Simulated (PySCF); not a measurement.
Isomers of C6H10BN. Method used: PBE0-D3(BJ)/def2-SVP geometry optimisation, gas phase (PySCF 2.14.0). Energies are electronic, without zero-point or thermal terms, for one conformer each. No frequencies were run at this level. Point groups hold within 0.08 Å.

**Question.** Order them by energy at this level, lowest first, and give relative energies in kcal/mol.
A. `[CH3:1][CH2:2][N:3]1[BH:4][CH:5]=[CH:6][CH:7]=[CH:8]1` with C1–C2–N3–B4 -93° (N-ethyl-1,2-azaborine)
B. `[BH3-:1][NH2+:2][c:3]1[cH:4][cH:5][cH:6][cH:7][cH:8]1` with B1–N2–C3–C4 87°

**Answer.** A (0.0), B (26.2).

As drawn, the higher has an N–H bond, which the lower lacks.

| SMILES | E (Eh) | E rel (kcal/mol) | dipole (D) | point group | A, B, C (MHz) |
| --- | --- | --- | --- | --- | --- |
| CCN1BC=CC=C1 | -313.70552 | 0.0 | 2.32 | C1 | 4506, 1492, 1233 |
| [BH3-][NH2+]c1ccccc1 | -313.66377 | 26.2 | 5.34 | – | 4459, 1479, 1225 |

**Question.** How do the relative energies change in single points at PBE0/pcSseg-1 (no added dispersion term) on the same geometries?

**Answer.** 
| SMILES | PBE0-D3(BJ)/def2-SVP (kcal/mol) | PBE0/pcSseg-1 (kcal/mol) | shift |
| --- | --- | --- | --- |
| CCN1BC=CC=C1 | 0.0 | 0.0 | 0.0 |
| [BH3-][NH2+]c1ccccc1 | 26.2 | 28.0 | +1.8 |

Each column counts from its own lowest isomer. The order is unchanged; the largest shift is 1.8 kcal/mol.
